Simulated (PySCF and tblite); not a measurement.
Values are calculated unless marked as measured or tabulated.
C5H7ClO2, numbered as in [O:1]=[C:2]1[CH2:3][C@H:4]([Cl:5])[CH2:6][CH2:7][O:8]1.

Search: ETKDG, MMFF94s, GFN2-xTB, 60 starts; geometries at GFN2-xTB. Energies: PBE0-D3(BJ)/def2-SVP (IEF-PCM, dichloromethane), with GFN2-xTB thermal terms (modes under about 100 cm⁻¹ blended into free rotors). Symmetry numbers and mirror images are counted. Conformers within 2.5 kcal/mol (GFN2-xTB free energy) were kept, 5 at most. GIAO shieldings: wB97X-D/pcSseg-1 (IEF-PCM, dichloromethane). Shifts are against TMS (¹H), TMS (¹³C) at the same level. (PySCF 2.14, tblite 0.8.)

The 6-ring runs over atoms 2–3–4–6–7–8.

| conformer | shape | symmetry | E(GFN2) kcal/mol | E(DFT) kcal/mol |
| --- | --- | --- | --- | --- |
| 1 | 6-ring envelope (ring torsions -38, 57, -55, 32, -11, 14°) | C1 | 0.58 | 0.00 |
| 2 | 6-ring half-chair (ring torsions 45, -62, 54, -29, 10, -18°) | C1 | 0.00 | 0.64 |
| 3 | 6-ring between boat and twist-boat (ring torsions 32, 19, -62, 50, 6, -50°) | C1 | 0.00 | 2.13 |
| 4 | 6-ring between boat and twist-boat (ring torsions -32, -20, 62, -50, -6, 48°) | C1 | 1.34 | 2.38 |

(1) How much do the weights at 298.15 K and the averaged shift of H4 depend on how the conformers are weighted?

## Answers

(1) 
| weighting | 1 (%) | 2 (%) | 3 (%) | 4 (%) | δ (ppm) | rms dipole (D) |
| --- | --- | --- | --- | --- | --- | --- |
| DFT energy with thermal terms, symmetry and mirror images (full scheme) | 68 | 30 | 1 | 1 | 4.59 | 5.24 |
| DFT energy with symmetry and mirror images | 72 | 24 | 2 | 1 | 4.62 | 5.30 |
| bare DFT energy | 72 | 24 | 2 | 1 | 4.62 | 5.30 |
| GFN2-xTB energy with symmetry and mirror images | 15 | 40 | 40 | 4 | 4.48 | 4.47 |
| GFN2-xTB free energy | 15 | 53 | 29 | 3 | 4.44 | 4.51 |
| leading conformer alone | 100 | 0 | 0 | 0 | 4.74 | 5.60 |
| equal weights | 25 | 25 | 25 | 25 | 4.59 | 5.12 |
| full scheme, search stopped after three starts | 98 | 0 | 2 | 0 | 4.74 | 5.57 |

The largest departure from the full scheme, 0.15 ppm, comes with: GFN2-xTB free energy.


Conformer gaps in def2-SVP on xTB geometries can be 2 kcal/mol too large for S=O, P=O and other polar bonds.